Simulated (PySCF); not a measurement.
# HInO + Br₂ → InOBr + HBr

Level: PBE0 in the def2-TZVP basis family, computed in PySCF with density fitting; scalar-relativistic core potentials for atoms from Rb on, none lighter, no spin–orbit coupling; open shells unrestricted.

```
species                                        state and structure       E (Eh)  ZPE (kJ/mol)  H(298 K) − H(0) (kJ/mol)  S° (J/(mol K))
   HInO    singlet, C∞v, In–H 1.664 Å, In–O 1.818 Å; H–In–O 180.0°   -265.85346          22.4                      10.1           238.1
    Br₂                                singlet, D∞h, Br–Br 2.281 Å  -5147.70672           2.0                       9.7           244.8
  InOBr  singlet, C∞v, In–Br 2.405 Å, In–O 1.827 Å; Br–In–O 180.0°  -2839.17712           7.8                      13.8           288.4
    HBr                                 singlet, C∞v, H–Br 1.421 Å  -2574.45811          16.0                       8.7           198.5
```

Q: What is the electronic reaction energy?

A: At PBE0/def2-TZVP, ΔE = -197.0 kJ/mol from the differences of the total energies times 2625.5, downhill. 

Q: Add zero-point, thermal and entropy terms for 298.15 K and 1 bar.

A: ΔZPE = -0.6 and Δ[H(298) − H(0)] = 2.7 kJ/mol give ΔH° = -194.9 kJ/mol. ΔS° = 4.0 J/(mol K), so ΔG° = -194.9 − 298.15 × (0.0040) = -196 kJ/mol.

The structures come from searches over a few start shapes, so lower isomers are not excluded.
